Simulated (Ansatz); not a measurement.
The cluster CdCl₂⁺, relaxed as a doublet with UKS r2SCAN-D4/def2-TZVP in Ansatz, starting from the GFN1-xTB geometry. Force threshold 0.02 eV/Å.

In the def2 sets Cd takes a core potential; there is no spin–orbit coupling. The relaxation made no stability test and no search for a lower SCF solution. The structure comes from a short search, and lower isomers may exist.

Start:

Cartesian coordinates in Å:
```
Cd 0.0039 -0.0002 0.0004
Cl 0.1458 -0.2848 -2.2297
Cl -0.1497 0.2850 2.2293
```

```tsv
step	energy (eV)	largest force component (eV/Å)	SCF passes
1	-29603.0296	0.436	23
2	-29603.0493	0.082	23
3	-29603.0501	0.004	26
```

Force components are those of the run's own axes.

End:

Cartesian coordinates in Å:
```
Cd 0.001 0.000 0.000
Cl 0.150 -0.290 -2.270
Cl -0.151 0.290 2.270
```

By distances, no bond broke or formed. The bond that changes most is Cd1–Cl3, from 2.25 to 2.29 Å (atoms count from 1).

No frequencies were taken in this run, so the end may be a saddle point.

Run time 5.5 s (4 threads of Arm Neoverse V2 on a shared host).
